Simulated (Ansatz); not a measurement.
```xyz
5

Si    0.0052   -0.0473    0.0154
F     0.8949    0.8975    0.8743
F     0.8808   -0.9181   -0.8802
F    -0.8752    0.8868   -0.9125
F    -0.8692   -0.9265    0.9304
```

Basis set: 6-31G* (spherical functions). Left uncorrelated: 9 orbitals. Charge 0, multiplicity 1.

Computed with Ansatz (development build ahead of 0.2.0); each method stands on the lowest determinant of its kind that the runs found. Restricted open shells among the atoms or ions are ROHF, correlated in semicanonical orbitals with singles.

The atomization energy at this shape (free ground-state atoms in the same class of orbitals less the molecule, no zero-point energy) of singlet SiF4:

```tsv
method	atomization energy
RHF	1759.1 kJ/mol
```

Problem. What does RHF-MP2 give?

Solution. 2326.9 kJ/mol. Caution: the shape is not the minimum.
